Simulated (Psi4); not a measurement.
C2H5I (iodoethane): the vertical energy of the triplet above the singlet from total energies

The species is C2H5I (8 atoms), meant as a singlet with charge 0. As SMILES, `CCI`. The coordinates come from a PBE0-D4/def2-TZVP relaxation.

Both states at this one shape; open shells run unrestricted unless said. 1 Eh = 27.2114 eV.

| level | program | singlet C2H5I (Eh) | triplet C2H5I (Eh) |
| --- | --- | --- | --- |
| wB97X/def2-SVP (core potential) | Psi4 | -376.889653 | -376.715707 |
| B2PLYP/def2-SVP (core potential, density fitting for correlation), 6 core orbitals frozen | Psi4 | -376.480917 | -376.306463 |
| DSD-PBEP86/def2-SVP (core potential, density fitting for correlation), 6 core orbitals frozen | Psi4 | -376.188007 | -376.013988 |
| MP3/def2-SVP (core potential), 6 core orbitals frozen | Psi4 | -375.686127 | -375.510149 |

Problem. Work out the vertical gap, second state less first, at each level.

Solution. 
1. wB97X/def2-SVP (core potential): -376.715707 − (-376.889653) = 0.173946 Eh = 4.73 eV.
2. B2PLYP/def2-SVP (core potential, density fitting for correlation): -376.306463 − (-376.480917) = 0.174454 Eh = 4.75 eV.
3. DSD-PBEP86/def2-SVP (core potential, density fitting for correlation): -376.013988 − (-376.188007) = 0.174019 Eh = 4.74 eV.
4. MP3/def2-SVP (core potential): -375.510149 − (-375.686127) = 0.175978 Eh = 4.79 eV.

No measured value is set beside it here; the levels span 4.73 to 4.79 eV. Spin-orbit coupling, which splits open shells on such heavy atoms by tenths of an eV, is left out.
